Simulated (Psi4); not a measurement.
Two rigid molecules brought together: H2O ··· C4H4O (SMILES O and c1ccoc1). Monomers: optimised at B3LYP-D3(BJ) (def2-TZVP), held rigid. Orientation: a random orientation, not optimised. R is the distance of the centres of mass, along which the second monomer moves.

Geometry at R = 3.79 Å (first 3 atoms: monomer A):
```
12

O     -0.0021     0.3896     0.0000
H      0.7660    -0.1907     0.0000
H     -0.7640    -0.1989     0.0000
C      3.9301     2.2420     1.0715
C      3.7542     1.0752     1.8838
C      3.4412     0.0669     1.0342
O      3.4096     0.5218    -0.2488
C      3.7099     1.8492    -0.2067
H      4.1857     3.2346     1.4007
H      3.8494     1.0038     2.9538
H      3.2223    -0.9769     1.1702
H      3.7252     2.3597    -1.1529
```

- PBE/def2-TZVP, counterpoise-corrected (Psi4)
- PBE-D3(BJ)/def2-TZVP, counterpoise-corrected (Psi4)
- SAPT0/jun-cc-pVDZ, frozen core (Psi4)

Interaction energies in kcal/mol; the last columns give the difference from SAPT0:

| R / Å | PBE/def2-TZVP | PBE-D3(BJ)/def2-TZVP | SAPT0/jun-cc-pVDZ | PBE/def2-TZVP − SAPT0/jun-cc-pVDZ | PBE-D3(BJ)/def2-TZVP − SAPT0/jun-cc-pVDZ |
|---|---|---|---|---|---|
| 3.20 | 1.47 | 0.37 | 1.13 | 0.34 | -0.77 |
| 3.42 | 0.27 | -0.67 | -0.01 | 0.27 | -0.66 |
| 3.60 | -0.11 | -0.92 | -0.34 | 0.22 | -0.58 |
| 3.79 | -0.25 | -0.92 | -0.42 | 0.18 | -0.50 |
| 4.01 | -0.25 | -0.79 | -0.39 | 0.14 | -0.40 |
| 4.18 | -0.21 | -0.67 | -0.33 | 0.12 | -0.34 |
| 4.51 | -0.12 | -0.44 | -0.22 | 0.10 | -0.22 |
| 4.80 | -0.05 | -0.28 | -0.14 | 0.09 | -0.14 |
| 5.31 | 0.01 | -0.11 | -0.06 | 0.07 | -0.06 |
| 5.97 | 0.04 | -0.03 | -0.01 | 0.05 | -0.02 |
| 7.02 | 0.03 | 0.01 | 0.01 | 0.02 | 0.00 |
| 8.29 | 0.02 | 0.01 | 0.01 | 0.01 | 0.00 |

PBE/def2-TZVP is furthest from SAPT0/jun-cc-pVDZ at 3.20 (0.34 kcal/mol, above); its mean absolute difference over the points is 0.13 kcal/mol.

PBE-D3(BJ)/def2-TZVP is furthest from SAPT0/jun-cc-pVDZ at 3.20 (-0.77 kcal/mol, below); its mean absolute difference over the points is 0.31 kcal/mol.
